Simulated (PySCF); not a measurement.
Dipole response of Pb(69+) (lead, charge +69)

[Ne] 3s2 3p1, 2P determinant. Computed with PySCF 2.14 in an uncontracted even-tempered set (17 s from 21 bohr⁻², ratio 2.5; 12 p from 27 bohr⁻², ratio 2.5; 4 d from 100 bohr⁻², ratio 2.7; 4 f from 150 bohr⁻², ratio 2.7), with the spin-free X2C one-electron Hamiltonian (Gaussian nucleus). Coupled (time-dependent) response in atomic units; α is the mean over directions.

```csv
method,mean α (bohr³),"α xx, yy, zz",C₆ (like pair),S(−4)
UHF,0.001284,"0.001468, 0.0009164, 0.001468",3.440e-05,1.987e-06
PBE0,0.001269,"0.001450, 0.0009058, 0.001450",3.376e-05,1.950e-06
```

S(−4) is the Cauchy moment in α(ω) = α(0) + S(−4) ω² + …

Spin-orbit coupling is absent.

α(iu) at UHF:

```json
{"u (hartree)": "0", "α(iu) (bohr³)": "0.001284"}
{"u (hartree)": "3.00", "α(iu) (bohr³)": "0.001266"}
{"u (hartree)": "6.00", "α(iu) (bohr³)": "0.001216"}
{"u (hartree)": "12.0", "α(iu) (bohr³)": "0.001053"}
{"u (hartree)": "18.0", "α(iu) (bohr³)": "0.0008663"}
{"u (hartree)": "24.0", "α(iu) (bohr³)": "0.0006995"}
{"u (hartree)": "30.0", "α(iu) (bohr³)": "0.0005662"}
{"u (hartree)": "45.0", "α(iu) (bohr³)": "0.0003547"}
{"u (hartree)": "60.0", "α(iu) (bohr³)": "0.0002456"}
{"u (hartree)": "90.0", "α(iu) (bohr³)": "0.0001473"}
{"u (hartree)": "150", "α(iu) (bohr³)": "8.299e-05"}
```

A single London oscillator, α(iu) = α/(1 + u²/ω²), gives C₆ = (3/4) ω α². Matching the computed C₆ needs ω = 4 × 3.440e-05 / (3 × 0.001284²) = 27.8 hartree.

For an ion, C₆ is the dispersion term alone; charge-induced terms of lower order in 1/R come first.

The components differ because the open shell of this determinant is not spherical; for a pure term their mean is the scalar polarisability.

Spin-orbit coupling, absent here, splits the open shell strongly.
